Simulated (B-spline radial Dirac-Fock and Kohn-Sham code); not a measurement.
Calculated with a radial B-spline solver, using configuration-average Dirac-Fock orbitals.

**Question.** This computed X-ray form factor belongs to an atom or ion in its tabulated ground configuration. Which?

```
sin θ/λ (Å⁻¹)      f₀
         0.15  44.427
          0.2  42.118
          0.4  32.229
         0.45  30.071
          0.9  18.600
            1  17.305
          1.8   9.571
            4   3.888
            6   2.065
```

**Answer.** I⁵⁺, with 48 electrons in [Kr] 4d10 5s2. f₀ tends to the number of electrons as s goes to zero, which the first rows give only roughly, and the rate of fall reflects the nuclear charge, 53.

**Question.** This computed X-ray form factor belongs to an atom or ion in its tabulated ground configuration. Which?

```
sin θ/λ (Å⁻¹)      f₀
         0.05  21.945
         0.09  21.823
         0.11  21.736
         0.17  21.377
          0.4  18.868
         0.61  15.710
         0.75  13.590
         1.15   8.955
         1.41   7.264
```

**Answer.** Sr¹⁶⁺, with 22 electrons in [Ar] 3d4. f₀ tends to the number of electrons as s goes to zero, which the first rows give only roughly, and the rate of fall reflects the nuclear charge, 38.
